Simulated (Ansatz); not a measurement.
A nudged elastic band was laid between two geometries of C2H5BSe (9 atoms, charge 0, multiplicity 1).

These are results of RKS B3LYP-D4/def2-SVP in Ansatz, not measurements.

```yaml
movable_images: 9
climbing_image: yes
spring: 5.0 eV/Å²
optimiser: quadratic models (default)
start_path: through a guess of the saddle point
force_threshold: 0.05 eV/Å
iteration_limit: 60
end_points: relaxed
```

Image 0:

```xyz
9
Properties=species:S:1:pos:R:3
B 0.194 2.094 -0.718
Se -0.111 0.304 -1.282
C -0.020 -0.650 0.380
C -0.194 -1.970 0.465
H 0.376 2.343 0.443
H 0.190 2.929 -1.582
H 0.188 -0.027 1.255
H -0.133 -2.476 1.433
H -0.402 -2.592 -0.411
```

Image 10:

```xyz
9
Properties=species:S:1:pos:R:3
B 0.091 1.723 -0.846
Se 1.178 1.007 0.542
C 0.325 -0.663 0.992
C -0.320 -1.474 0.154
H 0.468 2.770 -1.300
H -0.903 1.161 -1.219
H 0.452 -0.919 2.049
H -0.765 -2.404 0.522
H -0.438 -1.248 -0.910
```

Question: Which bonds break or form, and what moves?

Answer: No bond is made or broken.

Question: Give the energies along the band, and the barrier.

Answer: It converged. The highest image is number 7 of 0 to 10, 87.0 kJ/mol above the first end and 80.3 kJ/mol above the last; the last end lies 6.8 kJ/mol above the first. The profile has 2 maxima (images 5, 7) with wells between them (image 6): this band takes more than one step, which may be the mechanism or a detour left from its start path. A vibrational analysis at the climbing image gives one clearly imaginary mode, 357i cm⁻¹: a first-order saddle point.

| image | path coordinate (Å) | energy (kJ/mol) |
| --- | --- | --- |
| 0 | 0.00 | 0.0 |
| 1 | 1.00 | 3.8 |
| 2 | 2.00 | 9.3 |
| 3 | 3.01 | 10.3 |
| 4 | 4.00 | 27.6 |
| 5 | 5.00 | 69.5 |
| 6 | 6.00 | 67.9 |
| 7 | 7.00 | 87.0 |
| 8 | 7.75 | 61.0 |
| 9 | 8.50 | 20.0 |
| 10 | 9.25 | 6.8 |

Question: What is the geometry of the highest image?

Answer: 
```xyz
9
Properties=species:S:1:pos:R:3
B 0.094 1.541 -0.611
Se 1.743 0.413 -0.591
C 0.561 -0.596 0.583
C -0.477 -1.333 0.171
H 0.043 2.543 0.054
H -0.836 1.181 -1.281
H 0.796 -0.496 1.647
H -1.104 -1.862 0.897
H -0.732 -1.437 -0.887
```

Time of the run: 8.8 min on 2 threads of Arm Neoverse V1 (shared host), peak memory 0.24 GiB.
